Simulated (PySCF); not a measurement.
# Tc⁺ (technetium, charge +1) across methods

[Kr] 4d5 5p1, high-spin 7P determinant (an excited configuration). All numbers are calculated (PySCF 2.14, scalar relativity through the core potential, in aug-cc-pwCVTZ-PP with ECP28MDF (8s8p7d4f3g, 122 functions)).

```json
{"method": "r2SCAN", "E (hartree)": "-80.0502", "mean ε 4p β (eV)": "-52.366", "mean ε 4d α (eV)": "-16.743", "mean ε 5p α (eV)": "-8.199", "Σ⟨r²⟩ (bohr²)": "43.56", "⟨S²⟩": "12.000"}
{"method": "B3LYP", "E (hartree)": "-80.0237", "mean ε 4p β (eV)": "-53.750", "mean ε 4d α (eV)": "-17.619", "mean ε 5p α (eV)": "-8.492", "Σ⟨r²⟩ (bohr²)": "43.96", "⟨S²⟩": "12.000"}
{"method": "PBE", "E (hartree)": "-80.0126", "mean ε 4p β (eV)": "-51.746", "mean ε 4d α (eV)": "-16.364", "mean ε 5p α (eV)": "-8.117", "Σ⟨r²⟩ (bohr²)": "43.86", "⟨S²⟩": "12.000"}
{"method": "PBE0", "E (hartree)": "-80.0052", "mean ε 4p β (eV)": "-54.076", "mean ε 4d α (eV)": "-18.115", "mean ε 5p α (eV)": "-8.652", "Σ⟨r²⟩ (bohr²)": "43.90", "⟨S²⟩": "12.000"}
{"method": "UHF", "E (hartree)": "-79.48260", "mean ε 4p β (eV)": "-59.769", "mean ε 4d α (eV)": "-22.764", "mean ε 5p α (eV)": "-9.898", "Σ⟨r²⟩ (bohr²)": "44.87", "⟨S²⟩": "12.001"}
{"method": "BP86", "E (hartree)": "-80.0738", "mean ε 4p β (eV)": "-51.985", "mean ε 4d α (eV)": "-16.416", "mean ε 5p α (eV)": "-8.244", "Σ⟨r²⟩ (bohr²)": "43.69", "⟨S²⟩": "12.000"}
{"method": "LDA", "E (hartree)": "-79.8090", "mean ε 4p β (eV)": "-51.786", "mean ε 4d α (eV)": "-16.445", "mean ε 5p α (eV)": "-8.245", "Σ⟨r²⟩ (bohr²)": "43.78", "⟨S²⟩": "12.000"}
{"method": "M06-L", "E (hartree)": "-80.0285", "mean ε 4p β (eV)": "-52.105", "mean ε 4d α (eV)": "-16.389", "mean ε 5p α (eV)": "-7.822", "Σ⟨r²⟩ (bohr²)": "43.62", "⟨S²⟩": "12.000"}
```

Energies and moments cover only the electrons outside the core potential.
